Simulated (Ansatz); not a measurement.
Conformers of C₆H₁₀O, SMILES `CC(=O)C=C(C)C`, each relaxed with PBE0-D4/def2-TZVP in Ansatz. CBS adds the triple-zeta coupled-cluster correction to the MP2 limit.

Not all of them had a frequency check.

Conformer A:

Cartesian coordinates in Å:
```
C 0.640 0.373 2.754
C 0.920 0.252 1.277
O 2.049 0.379 0.849
C -0.270 -0.027 0.449
C -0.337 -0.142 -0.887
C 0.820 -0.010 -1.818
C -1.648 -0.424 -1.545
H 1.563 0.585 3.290
H -0.089 1.168 2.938
H 0.198 -0.555 3.130
H -1.195 -0.143 1.008
H 1.737 0.256 -1.302
H 0.968 -0.956 -2.350
H 0.591 0.738 -2.585
H -1.585 -1.341 -2.140
H -2.460 -0.530 -0.825
H -1.903 0.379 -2.244
```

Conformer B:

```xyz
17

C     1.033    1.885   -1.007
C     0.250    1.840    0.279
O     0.097    2.863    0.918
C    -0.351    0.603    0.813
C    -0.373   -0.664    0.371
C     0.248   -1.214   -0.871
C    -1.093   -1.700    1.177
H     1.907    1.231   -0.959
H     1.360    2.911   -1.167
H     0.421    1.565   -1.854
H    -0.865    0.811    1.747
H     0.942   -2.019   -0.607
H    -0.526   -1.672   -1.495
H     0.783   -0.487   -1.471
H    -0.408   -2.503    1.468
H    -1.883   -2.169    0.580
H    -1.541   -1.281    2.078
```

Question: Which is lowest in electronic energy at CCSD(T)/CBS (frozen core, def2 sets), and by how much? (An estimate is asked.)

Answer: The calculation gave: A; B lies 9.4 kJ/mol higher.

Question: Give the energies relative to A (kJ/mol) with PBE0-D4/def2-TZVPP, ωB97M-V/def2-TZVPP, B2PLYP/def2-TZVPP, r2SCAN/def2-TZVPP, CCSD/def2-TZVPP, CCSD(T)/def2-TZVPP, HF/def2-QZVPP. (Estimate.)

Answer: Ansatz gave: 
| level | B |
| --- | --- |
| PBE0-D4/def2-TZVPP | 11.6 |
| ωB97M-V/def2-TZVPP | 12.2 |
| B2PLYP/def2-TZVPP | 11.9 |
| r2SCAN/def2-TZVPP | 12.7 |
| CCSD/def2-TZVPP | 10.4 |
| CCSD(T)/def2-TZVPP | 10.1 |
| HF/def2-QZVPP | 13.7 |
